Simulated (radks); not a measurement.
Values are calculated unless marked as measured or tabulated.
The holmium ion Ho2.25+, configuration [Xe] 4f10.75 (fractional occupations, a model configuration).

Code: a radial shooting solver on a logarithmic mesh with Libxc functionals. Model: Dirac Kohn-Sham, PBE, spin-unpolarised, spherical densities, point nucleus; open shells are shared between the two j in proportion to 2j + 1.

Energy parts (Ry):
part                       energy
total                 -25255.2310
kinetic                27793.8898
electron-nucleus      -62299.5254
Hartree                 9793.0890
exchange-correlation    -542.6843

Orbitals (lengths in bohr, moments of r in powers of bohr; r(90%) holds 90 % of the orbital's charge):
orbital,occ.,eigenvalue (Ry),r(90%),small-component weight
1s1/2,2,-4075.896,0.0376,6.28e-02
2s1/2,2,-682.5002,0.136,1.40e-02
2p1/2,2,-649.5923,0.120,1.40e-02
2p3/2,4,-586.6053,0.130,1.29e-02
3s1/2,2,-153.4872,0.337,4.48e-03
3p1/2,2,-139.1034,0.329,4.43e-03
3p3/2,4,-125.9471,0.348,4.11e-03
3d3/2,4,-101.3138,0.320,3.99e-03
3d5/2,6,-98.43964,0.326,3.90e-03
4s1/2,2,-31.40883,0.746,1.44e-03
4p1/2,2,-25.69905,0.769,1.36e-03
4p3/2,4,-22.74781,0.814,1.24e-03
4d3/2,4,-13.35480,0.887,1.06e-03
4d5/2,6,-12.81916,0.904,1.03e-03
4f5/2,4.60714,-1.61403,1.42,6.14e-04
4f7/2,6.14286,-1.54073,1.46,5.99e-04
5s1/2,2,-5.01478,1.83,2.94e-04
5p1/2,2,-3.46594,2.09,2.31e-04
5p3/2,4,-3.08713,2.25,2.02e-04

The highest occupied level is 4f7/2 at -20.963 eV. The density falls to 0.001 e/bohr^3 at r = 3.31 bohr. Summed over all electrons, <r^2> = 36.60 bohr^2, which gives a Langevin (diamagnetic) susceptibility term of -29 x 10^-6 cm^3/mol.
